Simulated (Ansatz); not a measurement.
Geometry optimisation, Ansatz, RKS PBE0-D4/STO-3G.

input.yaml

```yaml
crystal:
  periodic: [false, false, false]
  atoms:
    - { symbol: C, position_ang: [-0.9305, -3.3426, 1.1018] }
    - { symbol: C, position_ang: [-0.3522, -2.1657, 0.7808] }
    - { symbol: S, position_ang: [1.402, -2.0525, 0.9053] }
    - { symbol: Al, position_ang: [-1.2767, -0.5657, 0.1659] }
    - { symbol: C, position_ang: [-0.3952, 1.0442, -0.2964] }
    - { symbol: C, position_ang: [0.1999, 2.076, -0.5576] }
    - { symbol: Si, position_ang: [1.1284, 3.5812, -0.97] }
    - { symbol: H, position_ang: [-0.3806, -4.1477, 1.4191] }
    - { symbol: H, position_ang: [-2.0549, -3.3582, 1.053] }
    - { symbol: H, position_ang: [1.6193, -2.4712, -0.3888] }
    - { symbol: H, position_ang: [-2.9507, -0.6371, 0.0564] }
    - { symbol: H, position_ang: [0.7045, 4.6675, -0.0509] }
    - { symbol: H, position_ang: [0.7533, 3.9856, -2.3782] }
    - { symbol: H, position_ang: [2.5203, 3.3568, -0.8115] }
basis:
  gaussian: { orbitals: STO-3G }
hamiltonian:
  xc: pbe0
  dispersion: d4
relax:
  f_tol: 0.015
  max_steps: 40
```

Launched with:

```bash
$ ansatz run input.yaml --threads 1 --pin off --max-ram 2048MiB --backend cpu --events-out ev --progress --plain --runs-dir out
```

Where does it end, and by what steps?

It converged. Limits of this set-up: minimal basis. After 20 steps the energy has fallen by 1.121 eV; H10 moved furthest, 1.80 Å.

```json
{"step": "0", "energy less start (eV)": "0.0000", "largest force component (eV/Å)": "4.607", "accepted": "yes"}
{"step": "1", "energy less start (eV)": "-0.6037", "largest force component (eV/Å)": "2.763", "accepted": "yes"}
{"step": "2", "energy less start (eV)": "-0.6254", "largest force component (eV/Å)": "2.014", "accepted": "yes"}
{"step": "3", "energy less start (eV)": "-0.7705", "largest force component (eV/Å)": "1.008", "accepted": "yes"}
{"step": "4", "energy less start (eV)": "-0.8749", "largest force component (eV/Å)": "0.339", "accepted": "yes"}
{"step": "5", "energy less start (eV)": "-0.9366", "largest force component (eV/Å)": "0.350", "accepted": "yes"}
{"step": "6", "energy less start (eV)": "-0.9897", "largest force component (eV/Å)": "0.850", "accepted": "yes"}
{"step": "7", "energy less start (eV)": "-1.0305", "largest force component (eV/Å)": "0.633", "accepted": "yes"}
{"step": "8", "energy less start (eV)": "-1.0806", "largest force component (eV/Å)": "0.272", "accepted": "yes"}
{"step": "9", "energy less start (eV)": "-1.0951", "largest force component (eV/Å)": "0.278", "accepted": "yes"}
{"step": "10", "energy less start (eV)": "-1.1069", "largest force component (eV/Å)": "0.437", "accepted": "yes"}
{"step": "11", "energy less start (eV)": "-1.1139", "largest force component (eV/Å)": "0.143", "accepted": "yes"}
{"step": "12", "energy less start (eV)": "-1.1115", "largest force component (eV/Å)": "0.425", "accepted": "no"}
{"step": "13", "energy less start (eV)": "-1.1158", "largest force component (eV/Å)": "0.031", "accepted": "yes"}
{"step": "14", "energy less start (eV)": "-1.1172", "largest force component (eV/Å)": "0.074", "accepted": "yes"}
{"step": "15", "energy less start (eV)": "-1.1192", "largest force component (eV/Å)": "0.157", "accepted": "yes"}
{"step": "16", "energy less start (eV)": "-1.1203", "largest force component (eV/Å)": "0.123", "accepted": "yes"}
{"step": "17", "energy less start (eV)": "-1.1210", "largest force component (eV/Å)": "0.062", "accepted": "yes"}
{"step": "18", "energy less start (eV)": "-1.1213", "largest force component (eV/Å)": "0.034", "accepted": "yes"}
{"step": "19", "energy less start (eV)": "-1.1214", "largest force component (eV/Å)": "0.028", "accepted": "yes"}
{"step": "20", "energy less start (eV)": "-1.1215", "largest force component (eV/Å)": "0.014", "accepted": "yes"}
```

```xyz
14
Properties=species:S:1:pos:R:3
C -0.955 -3.306 1.004
C -0.351 -2.156 0.656
S 1.423 -2.087 0.625
Al -1.411 -0.649 0.211
C -0.458 0.883 -0.263
C 0.196 1.860 -0.564
Si 1.162 3.331 -1.015
H -0.417 -4.222 1.274
H -2.045 -3.392 1.036
H 1.486 -0.786 0.236
H -2.904 -0.679 0.237
H 0.872 4.403 -0.093
H 0.817 3.746 -2.355
H 2.573 3.025 -0.961
```

The run took 100 s on 1 thread of Intel(R) Xeon(R) Processor @ 2.70GHz, on a shared host, peak memory 0.17 GiB.
